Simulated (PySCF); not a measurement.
**Correlation energy of Kr (krypton, neutral)**

[Kr], closed-shell 1S. All numbers are calculated (PySCF 2.14, scalar relativity by spin-free X2C-1e, in ANO-RCC-VTZP (6s5p3d1f, 43 functions)). Frozen: [Ar] 3d10; 8 electrons correlated.

MP2 pair energies summed by pair of shells (mhartree):

```tsv
pair	energy	share (%)
4p-4p	-125.33	72.4
4s-4p	-40.41	23.3
4s-4s	-7.41	4.3
```

Total MP2 correlation energy: -173.15 mhartree.

Same-spin part -43.25 and opposite-spin part -129.90 mhartree; SCS-MP2 scales them by 1/3 and 6/5 to -170.30 mhartree.
